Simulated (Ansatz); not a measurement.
```yaml
crystal:
  periodic: [false, false, false]
  atoms:
    - {symbol: Si, position_ang: [-2.680758, 2.996614, 1.403510]}
    - {symbol: C, position_ang: [0.362800, 1.389417, -0.877491]}
    - {symbol: C, position_ang: [2.873076, 0.051292, 1.062571]}
    - {symbol: Si, position_ang: [1.327088, -3.685540, 0.144279]}
    - {symbol: C, position_ang: [-0.667122, -1.370922, -2.659690]}
    - {symbol: H, position_ang: [-1.570108, 5.490923, 3.211661]}
    - {symbol: H, position_ang: [-5.115887, 4.057633, -0.511871]}
    - {symbol: H, position_ang: [-3.874248, 0.706415, 3.421509]}
    - {symbol: H, position_ang: [1.165329, 3.150250, -2.313536]}
    - {symbol: H, position_ang: [5.037470, 0.407625, 0.078605]}
    - {symbol: H, position_ang: [2.970632, 0.788996, 3.344906]}
    - {symbol: H, position_ang: [3.372637, -6.021696, -0.908068]}
    - {symbol: H, position_ang: [-0.587983, -4.984024, 2.460993]}
    - {symbol: H, position_ang: [0.373604, -1.465977, -4.824768]}
    - {symbol: H, position_ang: [-3.034492, -1.622548, -2.968149]}
basis:
  gaussian: {orbitals: def2-TZVPP, point_charges: [{charge: 1.00, position_ang: [5.575, 0.161, 0.839]}]}
hamiltonian: {xc: {name: PBE0}, dispersion: d4}
scf: {lower_state_search: light}
```

```sh
$ ansatz run in.yaml --threads 4 --pin off --events-out ev --progress --plain --max-ram 10444MiB
```

It prints (some lines left out):

```
Functional definition: PBE0
1712 factors; their error is unknown
mean field evaluation 1: about -18800.9639 eV, gradient 1.3e2 eV
mean field evaluation 2: about -17622.5829 eV, gradient 3.6e2 eV
mean field evaluation 4: about -18612.7841 eV, gradient 1.4e2 eV
mean field evaluation 8: about -18958.3254 eV, gradient 1.8e1 eV
mean field evaluation 16: about -18963.4962 eV, gradient 4.8e-1 eV
mean field evaluation 32: about -18963.4928 eV, gradient 3.4e-4 eV
mean field -18963.62936969 eV, -696.9005253265 hartree, gradient 7.4e-6 eV, S^2 0.000000; 20 other end points of the search recorded, 0 dependent functions left out
reference -18963.62944035 eV, -696.9005279233 hartree; 28, 28 occupied and 289, 289 virtual orbitals, 1712 factors
Total energy: -18963.82600211 eV, -696.9077514347 hartree
```

(1) What is wrong with this run?

## Answers

(1) The geometry is stretched to more than twice its size. The calculation finished and met its thresholds. The result belongs to that input, not to the molecule as meant.
